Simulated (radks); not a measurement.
Task: Species: F3+. Configuration: [He] 2s2 2p2. Method: non-relativistic Kohn-Sham, Slater X-alpha with alpha = 0.691, spin-polarised, spherical densities, point nucleus; open shells are filled with parallel spins first; computed with a radial shooting solver on a logarithmic mesh with Libxc functionals. Some entries of the table are withheld. Estimate them.

| orbital | occ. | eigenvalue (eV) | <1/r> (bohr^-1) |
|---|---|---|---|
| 1s up | 1 | (1) | 8.574 |
| 1s down | 1 | (2) | 8.600 |
| 2s up | 1 | -92.1302 | (3) |
| 2s down | 1 | -85.4043 | (4) |
| 2p up | 2 | -74.5076 | 1.586 |
| 2p down | 0 | -67.2552 | 1.540 |

Result: 
(1) 1s up eigenvalue (eV): -736.9141
(2) 1s down eigenvalue (eV): -733.9081
(3) 2s up <1/r> (bohr^-1): 1.672
(4) 2s down <1/r> (bohr^-1): 1.626
